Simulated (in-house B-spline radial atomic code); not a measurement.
Configurations of Hg7+, with energies counted from [Xe] 4f14 5d5. Computed with a radial B-spline atomic code at the basis-set limit: Dirac-Hartree-Fock, average of configuration, Fermi nucleus of rms radius 5.4648 fm. Energies include first-order Breit, QED and recoil terms.

Occupations are held fixed; configurations that lie above the ionisation limit could autoionise.

```json
{"configuration": "[Xe] 4f14 5d4 6s1", "E - E(ref) (eV)": "24.006", "highest orbital": "6s1/2", "its <r> (bohr)": "1.883"}
{"configuration": "[Xe] 4f14 5d4 7g1", "E - E(ref) (eV)": "95.897", "highest orbital": "7g7/2", "its <r> (bohr)": "7.7"}
{"configuration": "[Xe] 4f14 5d4 8g1", "E - E(ref) (eV)": "100.15", "highest orbital": "8g7/2", "its <r> (bohr)": "10.47"}
{"configuration": "[Xe] 4f13 5d6", "E - E(ref) (eV)": "102.42", "highest orbital": "5d5/2", "its <r> (bohr)": "1.218"}
{"configuration": "[Kr] 4d10 4f14 5s2 5p5 5d5 9s1", "E - E(ref) (eV)": "160.35", "highest orbital": "9s1/2", "its <r> (bohr)": "7.2"}
{"configuration": "[Kr] 4d10 4f14 5s2 5p5 5d5 8f1", "E - E(ref) (eV)": "164.58", "highest orbital": "8f7/2", "its <r> (bohr)": "8.08"}
{"configuration": "[Kr] 4d10 4f14 5s2 5p5 5d5 7g1", "E - E(ref) (eV)": "164.99", "highest orbital": "7g7/2", "its <r> (bohr)": "7.68"}
{"configuration": "[Xe] 4f13 5d5 5g1", "E - E(ref) (eV)": "183.99", "highest orbital": "5g7/2", "its <r> (bohr)": "3.308"}
{"configuration": "[Xe] 4f13 5d5 9g1", "E - E(ref) (eV)": "208.39", "highest orbital": "9g7/2", "its <r> (bohr)": "13.59"}
```

**Question.** Order these further configurations by energy, lowest first.
A. [Xe] 4f13 5d5 7p1
B. [Xe] 4f14 5d4 8p1
C. [Xe] 4f14 5d4 7p1
D. [Xe] 4f13 5d5 6p1
E. [Xe] 4f14 5d4 5g1

**Answer.** C (70.185 eV), E (78.692 eV), B (84.98 eV), D (143.59 eV), A (175.18 eV).

**Question.** How far above the reference does [Kr] 4d10 4f14 5s2 5p5 5d5 8s1 lie?

**Answer.** 150.59 eV; its least bound orbital is 8s1/2 with <r> = 5.062 bohr.

**Question.** How far above the reference does [Xe] 4f13 5d5 8g1 lie?

**Answer.** 205.47 eV; its least bound orbital is 8g7/2 with <r> = 10.44 bohr.

**Question.** How far above the reference does [Xe] 4f14 5d4 7s1 lie?

**Answer.** 63.7 eV; its least bound orbital is 7s1/2 with <r> = 3.304 bohr.
